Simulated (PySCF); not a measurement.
Input for PySCF: R-B3LYP/3-21G on H4O3Sn (SMILES [OH][SnH]([OH])[OH]), a point of a torsion scan.

```python
from pyscf import gto, scf, dft, mp
from pyscf.data.elements import chemcore

mol = gto.M(
    atom='''
    O     1.52070454    0.45073349   -0.63431674
    Sn    0.04260593   -0.11131504    0.46642114
    O     0.07681965    0.87272366    2.09462757
    O    -1.45305137    0.62020658   -0.47261831
    H     2.35569342   -0.00551791   -0.54715131
    H    -0.01670030   -1.73070188    0.78331312
    H    -0.51366944    1.62727797    2.09660248
    H    -1.28528424    0.79394370   -1.39928319
    ''',
    basis='3-21g',
    charge=0, spin=0, verbose=3, max_memory=1800)
mf = dft.RKS(mol, xc='b3lyp')
mf.conv_tol = 1e-8
mf.max_cycle = 100
mf.kernel()
if not mf.converged:
    mf = mf.newton().run(mf.mo_coeff, mf.mo_occ)
```

It printed:

```
converged SCF energy = -6225.68152748822
```

Self-consistency was reached.

Cost: very roughly 6 core-seconds.
